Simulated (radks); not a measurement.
Results of a calculation; reference values are marked as such.
Ionisation of Sr2+, [Kr], to Sr3+, [Ar] 3d10 4s2 4p5, under several functionals. Scalar-relativistic Kohn-Sham, spin-polarised, spherical densities, finite nucleus; open shells are filled with parallel spins first (spin-orbit coupling, left out, can overturn this in heavy ions); a radial shooting solver on a logarithmic mesh with Libxc functionals.

functional                                        E(Sr2+) (hartree)  Exc (hartree)  IE (eV)  -e(HOMO) (eV)  <r> HOMO (bohr)  IE error (eV)
SCAN                                                    -3179.65054     -105.35946   43.530         37.149            1.544         +0.646
exchange-only PBE                                       -3177.02955     -102.77765   41.718         35.301            1.557         -1.166
Wu-Cohen GGA                                            -3178.27645     -104.05071   43.024         36.528            1.546         +0.140
AM05                                                    -3175.35116     -101.08856   42.988         36.493            1.546         +0.104
LDA (Slater exchange, Perdew-Zunger correlation)        -3175.14932     -100.87828   43.186         36.654            1.548         +0.303
BP86                                                    -3179.59742     -105.38715   43.101         36.607            1.547         +0.217
exchange-only B88                                       -3177.52657     -103.28635   41.749         35.319            1.554         -1.134

NIST Atomic Spectra Database: 42.884 eV (measured). Closest: AM05. The Delta-SCF values span 1.81 eV, the total energies 4.50 hartree. The highest occupied level is 4p. Open shells are spherical and high-spin; term and fine-structure splittings are not resolved.
